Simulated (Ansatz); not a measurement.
Breaking the O3–H4 bond in BeFHO (SMILES [OH][Be][F]) (multiplicity 1 held, fragments rigid). Energies count from the point at 0.954 Å.
Geometry at that point (charge 0, multiplicity 1):
```csv
atom,x (Å),y (Å),z (Å)
Be,0.0293,0.0148,-0.0256
F,0.9828,0.5280,-0.8951
O,-0.9986,-0.4674,0.8245
H,-0.9734,-1.0724,1.5614
```

Unrestricted levels (U-) break spin symmetry where that is lower. Active spaces are followed from a long bond inwards. Levels need not reach the same state.

Correlated levels freeze the cores.

Run with Ansatz (an electronic-structure program). Values without a source in brackets are computed.

Energies in eV.

| R (Å) | U-HF/aug-cc-pVDZ | U-CCSD(T)/aug-cc-pVDZ | CASSCF(4,3)/aug-cc-pVDZ | SC-NEVPT2 on CASSCF(4,3)/aug-cc-pVDZ | FIC-MRCISD+Q on CASSCF(4,3)/aug-cc-pVDZ |
|---|---|---|---|---|---|
| 0.763 | 1.47 | 1.69 | 1.63 | 1.84 | 1.68 |
| 0.858 | 0.23 | 0.34 | 0.31 | 0.46 | 0.33 |
| 0.954 | 0.00 | 0.00 | 0.00 | 0.00 | 0.00 |
| 1.049 | 0.31 | 0.19 | 0.21 | 0.15 | 0.20 |
| 1.145 | 0.88 | 0.65 | 0.67 | 0.60 | 0.66 |
| 1.288 | 1.94 | 1.53 | 1.53 | 1.49 | 1.56 |
| 1.431 | 3.02 | 2.44 | 2.38 | 2.43 | 2.48 |
| 1.669 | 3.90 | 3.80 | 3.51 | 3.82 | 3.79 |
| 1.908 | 4.10 | 4.78 | 4.20 | 4.78 | 4.67 |
| 2.194 | 4.12 | 5.36 | 4.56 | 5.35 | 5.20 |
| 2.575 | 4.11 | 5.49 | 4.69 | 5.57 | 5.41 |
| 3.052 | 4.10 | 5.51 | 4.72 | 5.63 | 5.46 |

Doubts at one or more of the structures used: a spin-contaminated determinant (U-HF/aug-cc-pVDZ, U-CCSD(T)/aug-cc-pVDZ); T1 above 0.05 (U-CCSD(T)/aug-cc-pVDZ); active orbitals that take no part (CASSCF(4,3)/aug-cc-pVDZ, SC-NEVPT2 on CASSCF(4,3)/aug-cc-pVDZ, FIC-MRCISD+Q on CASSCF(4,3)/aug-cc-pVDZ).
